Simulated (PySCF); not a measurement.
Si(H)(Me)(Vi)(NH2), C3H9NSi, SMILES C=C[SiH](C)N, singlet, PBE0/def2-SVP optimised geometry.

```
14

Si     0.12     0.07     0.00
C     -0.52     1.83     0.00
N     -0.38    -0.72     1.46
C     -0.46    -0.81    -1.56
C     -1.20    -1.93    -1.53
H      1.62     0.07     0.00
H     -0.21     2.36    -0.91
H     -0.14     2.39     0.87
H     -1.62     1.84     0.04
H      0.06    -1.59     1.75
H     -1.35    -0.70     1.75
H     -0.19    -0.40    -2.54
H     -1.49    -2.39    -0.57
H     -1.54    -2.44    -2.43
```

Density from PBE0/def2-TZVP (PySCF) at that geometry.

Minimum of the electron density along straight lines between bonded atoms, close to the bond critical point (lines longer than 1.1 times the sum of covalent radii, or with two minima, are not listed):

| bond | length / Å | ρ at the minimum / e bohr⁻³ | ∇²ρ there / e bohr⁻⁵ | position (fraction from the first atom) |
|---|---|---|---|---|
| Si1–C2 | 1.877 | 0.121 | 0.18 | 0.39 |
| Si1–N3 | 1.735 | 0.129 | 0.54 | 0.40 |
| Si1–C4 | 1.881 | 0.120 | 0.20 | 0.39 |
| C4–C5 | 1.338 | 0.345 | -1.03 | 0.49 |
| Si1–H6 | 1.498 | 0.119 | 0.15 | 0.49 |
| C2–H7 | 1.101 | 0.265 | -0.86 | 0.64 |
| C2–H8 | 1.101 | 0.267 | -0.87 | 0.64 |
| C2–H9 | 1.102 | 0.265 | -0.86 | 0.64 |
| N3–H10 | 1.013 | 0.332 | -1.61 | 0.74 |
| N3–H11 | 1.014 | 0.331 | -1.59 | 0.74 |
| C4–H12 | 1.100 | 0.271 | -0.92 | 0.64 |
| C5–H13 | 1.097 | 0.277 | -0.96 | 0.65 |
| C5–H14 | 1.096 | 0.277 | -0.96 | 0.65 |
